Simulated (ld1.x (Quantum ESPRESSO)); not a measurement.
**cadmium: excitation energies, all-electron against PAW**

Cd (Z = 48), PAW, made with ld1.x (Quantum ESPRESSO) 7.5 (PBEsol, fully relativistic). Core [Kr], reference 4d10 5s0 5p0 (charge +2). Waves: 5s (bound, empty): rcut 1.65, rcutus 2.00 bohr; 5s channel at 0.1 Ry: rcut 1.65, rcutus 2.00 bohr; 5p (bound, empty): rcut 1.90, rcutus 2.65 bohr; 5p channel at 4.35 Ry: rcut 1.90, rcutus 2.65 bohr; 4d (bound): rcut 1.40, rcutus 1.60 bohr; 4d channel at 1.95 Ry: rcut 1.40, rcutus 1.60 bohr. Local part: all-electron potential smoothed inside 1.35 bohr (lloc = -1). Core correction: Bessel-smoothed model core inside 1.45 bohr. Augmentation charge: BESSEL, radius 1.45 bohr.

Open shells are filled in proportion to 2j + 1 (rel_dist='average').

Energies are relative to the spin-unpolarised reference configuration 4d10 5s0 5p0; without spin polarisation the order of configurations can differ from experiment. Not all tests gave a result: 2 of 7 tests not solved or not reliable. Left out of the table: 4d10 5s1 5p1 (solver errors, printed error -254 meV); 4d10 5s0 5p2 (solver errors, printed error -1.1 eV).

```csv
valence configuration,charge,ΔE all-electron (eV),error AE − PS (meV)
4d10 5s2 5p0,0,-26.407,+6.2
4d10 5s1 5p0,+1,-17.097,+2.7
4d9 5s0 5p0,+3,37.996,-87
4d10 5s1.5 5p0,+0.5,-22.675,+4.7
```

Q: What are ΔE and the potential's error for 4d9 5s2 5p0?

A: ΔE = -8.431 eV all-electron; the error (AE − PS) is -69 meV.

The ghost test of this file was not conclusive.
